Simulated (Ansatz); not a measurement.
Cost and result up the ladder for Pd₄H₇ (11 atoms). Total charge 0; doublet. Geometry: PBE0-D4/def2-SVP.

```xyz
11

Pd   -0.904   -2.627    1.465
Pd    1.027   -0.964    0.328
Pd   -1.319    0.041    1.169
Pd    0.121    1.140   -0.991
H    -1.579   -1.300    2.188
H     0.055    2.676   -1.859
H     2.600   -1.084   -0.286
H    -0.573    2.230   -2.186
H    -0.997    1.472    0.225
H    -0.811   -1.347    0.312
H     2.379   -0.237   -0.364
```

Ansatz on 4 threads of Arm Neoverse V1 on a shared host. Times are rough, and most runs start from the orbitals of an earlier one. ωB97M-V/def2-TZVP serves as the yardstick here, not as an exact answer. Differences are given only for rows in sets of like size (and for xTB, whose basis is part of the method), since another set adds its own error. Binding counts from free atoms at the same level (Pd singlet, H doublet; other spins of the atoms weren't run), without zero-point energy or a counterpoise term.

In the def2 sets Pd takes a core potential; there is no spin–orbit coupling. In the doublet, H6 and H8 lie 0.84 Å apart, H7 and H11 lie 0.88 Å apart (atoms count from 1), so H2 has formed as a molecule. No other spin state of charge 0 was run. Another isomer (doublet) lies 0.24 eV lower at PBE0-D4/def2-TZVP; other spin states weren't run for this one.

Run but left out: B2PLYP/def2-TZVP, MP2/def2-TZVP (⟨S²⟩ 0.96 to 1.56, where a pure state has 0.75).

```json
{"level": "LDA (SPW92)/def2-TZVP", "functions": "202", "wall time": "3.4 s"}
{"level": "PBE-D4/def2-SVP", "functions": "159", "wall time": "6.5 s"}
{"level": "PBE-D4/def2-TZVP (with forces)", "functions": "202", "wall time": "8 s"}
{"level": "PBE0-D4/def2-SVP", "functions": "159", "wall time": "9 s"}
{"level": "PBE0-D4/def2-TZVP", "functions": "202", "wall time": "14 s"}
{"level": "r2SCAN-D4/def2-TZVP", "functions": "202", "wall time": "15 s"}
{"level": "ωB97M-V/def2-TZVP", "functions": "202", "wall time": "2.3 min"}
```

Problem. Estimate what each level gives for the binding energy per atom (eV).

Solution. 
| level | binding energy per atom (eV) | difference from ωB97M-V/def2-TZVP (eV) |
| --- | --- | --- |
| LDA (SPW92)/def2-TZVP | 2.80 | 0.70 |
| PBE-D4/def2-SVP | 2.35 | – |
| PBE-D4/def2-TZVP (with forces) | 2.36 | 0.26 |
| PBE0-D4/def2-SVP | 2.17 | – |
| PBE0-D4/def2-TZVP | 2.18 | 0.08 |
| r2SCAN-D4/def2-TZVP | 2.44 | 0.34 |
| ωB97M-V/def2-TZVP | 2.09 | 0.00 |
